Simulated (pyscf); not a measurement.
# HO–CH₂–ZnH (SMILES O[CH2][ZnH]), singlet

Gas-phase minimum from PySCF at ωB97X-D3(BJ)/def2-SVP, one conformer. HO–CH₂–ZnH lies 17.6 kcal/mol over its isomer H₃C–O–ZnH (electronic energy, ωB97M-D3(BJ)/def2-TZVP). 

```xyz
7

O     -0.0013     1.0931    -1.7745
C      0.3240     1.1266    -0.3846
Zn    -0.5033    -0.4510     0.4488
H      0.4023     1.8591    -2.1983
H      1.4234     1.1195    -0.2249
H     -0.0432     2.0586     0.0957
H     -1.1547    -1.6927     1.1030
```

Bonds (Å): O1–C2 1.428, O1–H4 0.964, C2–Zn3 1.967, C2–H5 1.111, C2–H6 1.111, Zn3–H7 1.547. Angles (°): C2–O1–H4 108.3, O1–C2–Zn3 107.3, O1–C2–H5 111.4, O1–C2–H6 111.4, Zn3–C2–H5 110.5, Zn3–C2–H6 110.5, H5–C2–H6 105.7, C2–Zn3–H7 179.9.

Properties at ωB97X-D3(BJ)/def2-SVP:

* **Harmonic wavenumbers, unscaled**: 166, 310, 439, 465, 565, 712, 1082, 1173, 1235, 1350, 1487, 1869, 2988, 3028, 3862 cm⁻¹
* **Zero-point energy**: 29.6 kcal/mol
* **Rotational symmetry number**: 1
* **Entropy of this conformer at 298 K and 1 atm, rigid rotor and harmonic oscillator, modes under 100 cm⁻¹ raised to 100**: 293.1 J/(mol K)
* **Dipole moment**: 1.71 D

Single-point totals, which compare only within one level (frozen core for MP2 and CC):

| level | total energy (hartree) |
|---|---|
| ωB97X-D3(BJ)/def2-TZVP | -1895.13552 |
| PBE/def2-TZVP | -1894.73266 |
| r²SCAN/def2-TZVP | -1895.05694 |
| B3LYP-D3(BJ)/def2-TZVP | -1895.19901 |
| PBE0-D3(BJ)/def2-TZVP | -1894.75785 |
| M06-2X/def2-TZVP | -1895.05382 |
| ωB97M-D3(BJ)/def2-TZVP | -1895.19093 |
| HF/def2-TZVPP | -1892.85896 |
| MP2/def2-TZVPP | -1894.12597 |
| CCSD/def2-TZVPP | -1894.06038 |
| CCSD(T)/def2-TZVPP | -1894.09428 |

Soft torsions are taken as harmonic, which can shift the entropy by several J/(mol K). The CCSD(T) − MP2 part came from Ansatz, without density fitting, on the same reference. The frozen core leaves the outer d or s,p core shells of the metals and heavy elements correlated in the MP2 and CC values, and def2-TZVPP describes them poorly, so these totals are far from the basis limit. Elements up to Kr have no core potential and no relativistic terms here.
